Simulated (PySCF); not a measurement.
**Question.** Give a PBE0-D3(BJ)/def2-SVP geometry of `C[AsH][GeH3]`.

**Answer.** 
Z-matrix in Å and degrees, rows numbered from 1:
```
C 
As  1  1.9794
Ge  2  2.4212  1   96.47
H   1  1.0981  2  113.11  3   -45.38
H   1  1.0993  2  108.45  3  -166.73
H   1  1.0993  2  108.44  3    75.95
H   2  1.5277  1   95.79  3    92.72
H   3  1.5399  2  110.08  1   166.46
H   3  1.5415  2  108.50  1   -74.83
H   3  1.5430  2  111.81  1    44.77
```

Ge3 (germanium bonded to As and 3 H) is tetrahedral (angles from 108.5° to 111.8°). As2 (arsenic bonded to C, Ge and H) is pyramidal (angles 96.5°, 95.8° and 92.0°, sum 284.3°, 0.99 Å off the plane of its three neighbours).

Level of theory: PBE0-D3(BJ)/def2-SVP geometry optimisation, gas phase (PySCF 2.14.0).

PBE0-D3(BJ)/def2-SVP frequencies: not computed here.

The run took 18 s of wall time on an x86-64 server with one thread, no GPU, shared host. This is the geometry optimisation.
